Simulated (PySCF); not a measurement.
# Diatomics of Ga with the halogens

CCSD(T) with triple-zeta basis sets in PySCF, for the lowest determinant that a PBE0 search found; no spin–orbit coupling. De refers to high-spin ground-configuration atoms.

```json
{"M": "F", "basis": "def2-TZVPP", "reference, frozen orbitals": "RHF, 10", "state (unpaired electrons)": "singlet (closed shell)", "Re (Å)": "1.781", "ωe (cm⁻¹)": "634", "De (eV)": "5.98"}
{"M": "Cl", "basis": "def2-TZVPP", "reference, frozen orbitals": "RHF, 14", "state (unpaired electrons)": "singlet (closed shell)", "Re (Å)": "2.211", "ωe (cm⁻¹)": "377", "De (eV)": "4.75"}
{"M": "Br", "basis": "def2-TZVPP", "reference, frozen orbitals": "RHF, 18", "state (unpaired electrons)": "singlet (closed shell)", "Re (Å)": "2.365", "ωe (cm⁻¹)": "274", "De (eV)": "4.32"}
{"M": "I", "basis": "x2c-TZVPPall", "reference, frozen orbitals": "RHF, 27", "state (unpaired electrons)": "singlet (closed shell)", "Re (Å)": "2.570", "ωe (cm⁻¹)": "225", "De (eV)": "3.72"}
```

(1) By what factor does the bond length vary along the series?

The rows differ in basis set, which adds steps of its own.

Down a group the atoms grow and get heavier, so bonds lengthen and wavenumbers fall; this series shows no clear exception.

Correlated steps freeze the inner cores (10 to 27 orbitals); shallow outer-core shells are correlated. Spin–orbit coupling is left out, which matters for elements this heavy, above all for dissociation energies. Where the molecule has an RHF reference, its open-shell atoms are computed with UHF.

Results:

(1) At CCSD(T) it runs from 1.781 Å (GaF) to 2.570 Å (GaI), a factor of 1.44.
